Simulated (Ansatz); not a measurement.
Basis-set extrapolation for Cl₂H₄O₂Si₂, SMILES `O[SiH](O)[SiH](Cl)Cl` (PBE0-D4/def2-TZVP geometry, frozen core, Ansatz). Multiplicity 1, RHF reference.

```json
{"": "HF", "def2-TZVPP": "-1649.254195", "def2-QZVPP": "-1649.305344"}
{"": "MP2 correlation", "def2-TZVPP": "-1.090423", "def2-QZVPP": "-1.189805"}
{"": "CCSD(T) correlation", "def2-TZVPP": "-1.190262", "def2-QZVPP": "not run"}
```

Energies in hartree. Use E(X) = E(∞) + A·exp(−7.88·√X) for Hartree–Fock and E(X) = E(∞) + B·X^(−2.97) for correlation, with X = 3 and 4, and add CCSD(T) minus MP2 of the smaller set to the MP2 limit.

Question: What is the CCSD(T) energy at the basis-set limit?

Answer: HF limit: -1649.305344 + (-0.051149) × 0.13774 = -1649.31239. MP2 limit: -1.189805 + (-0.099382) × 0.74074 = -1.26342. Higher-order term: -1.190262 − (-1.090423) = -0.09984. Total: -1650.67565 hartree, 6.29 eV below CCSD(T)/def2-TZVPP.
